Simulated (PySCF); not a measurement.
Removing an electron from `C#CB1OC[C@H](CCC)O1`

Species: C₇H₁₁BO₂.
Geometry (PBE0-D3(BJ)/def2-SVP, Å), atoms numbered from 1 in this order:
```
atom  x, y, z in Å
C1     4.3283   -0.8282   -1.6284
C2     3.4183   -0.3665   -0.9689
B3     2.2711    0.2129   -0.1383
O4     2.3842    0.5017    1.1882
C5     1.1384    1.0092    1.6316
C6     0.2082    0.9747    0.3955
C7    -1.0094    0.0878    0.5650
C8    -1.8887    0.0124   -0.6738
C9    -3.0766   -0.9206   -0.5068
O10    1.0406    0.4852   -0.6558
H11    5.1330   -1.2364   -2.2136
H12    1.2782    2.0282    2.0256
H13    0.7563    0.3763    2.4497
H14   -0.1166    1.9914    0.1132
H15   -0.6636   -0.9239    0.8456
H16   -1.5930    0.4658    1.4239
H17   -2.2422    1.0276   -0.9272
H18   -1.2673   -0.3120   -1.5240
H19   -3.6945   -0.9539   -1.4165
H20   -3.7262   -0.6028    0.3250
H21   -2.7481   -1.9503   -0.2920
```

Level: B3LYP/def2-SVPD (PySCF). Frontier orbitals with their largest atomic shares (Löwdin; up to four atoms above 4 %):

```json
{"orbital": "HOMO−3", "ε (eV)": "-8.96", "main atoms": "C8 14 %, C5 14 %, C6 13 %, C7 12 %"}
{"orbital": "HOMO−2", "ε (eV)": "-7.97", "main atoms": "C2 40 %, C1 39 %, O4 7 %, B3 5 %"}
{"orbital": "HOMO−1", "ε (eV)": "-7.94", "main atoms": "?"}
{"orbital": "HOMO", "ε (eV)": "-7.92", "main atoms": "?"}
{"orbital": "LUMO", "ε (eV)": "-0.77", "main atoms": "C1 28 %, C2 25 %, B3 20 %, O10 9 %"}
{"orbital": "LUMO+1", "ε (eV)": "0.20", "main atoms": "B3 31 %, C5 9 %, H12 6 %, C7 6 %"}
{"orbital": "LUMO+2", "ε (eV)": "0.46", "main atoms": "C1 35 %, C2 32 %, H11 9 %, B3 8 %"}
```

Question: What vertical ionisation energy does ΔSCF give, and how far is −ε(HOMO) from it?

Answer: ΔSCF: 9.84 eV (949 kJ/mol; threshold wavelength 126 nm); ⟨S²⟩ of the doublet left behind is 0.755, against 0.75 for a pure doublet. −ε(HOMO) is 7.92 eV, 1.92 eV below it. In exact Kohn–Sham theory the two would be equal; B3LYP (global hybrid, 20 % exact exchange) falls short of its own ΔSCF value by 20 %.

Question: On which atoms does the HOMO lie?

Answer: HOMO: O10 24 %, O4 20 %, C1 9 %, C2 9 %; HOMO−1: C1 36 %, C2 35 %, O10 7 %, O4 5 %. These 2 orbitals lie within 0.02 eV of one another. The HOMO−2 lies 0.05 eV lower.

Question: Shift the occupied levels rigidly so that −ε(HOMO) equals the ΔSCF value. What binding energies result?

Answer: The shift is +1.92 eV: HOMO 9.84, HOMO−1 9.86, HOMO−2 9.89, HOMO−3 10.88 eV. A rigid shift is only a rough guide to the deeper ionisations.

Question: What kinetic energy would electrons from this vertical process carry with 118.2 nm light (10.49 eV)?

Answer: 10.49 − 9.84 = 0.65 eV.

Question: With α = 101.8 au, estimate the like-pair dispersion coefficient by London's formula C6 = (3/4)α²I.

Answer: I = 0.3615 Eh, so C6 ≈ 2810 au, a rough estimate.

Question: How many of the 10 lowest singlet excitations (vertical TDDFT, same level) lie below the ionisation energy?

Answer: All 10; they run from 5.54 to 7.64 eV.

Isolated species at its PBE0-D3(BJ)/def2-SVP geometry (one conformer only).
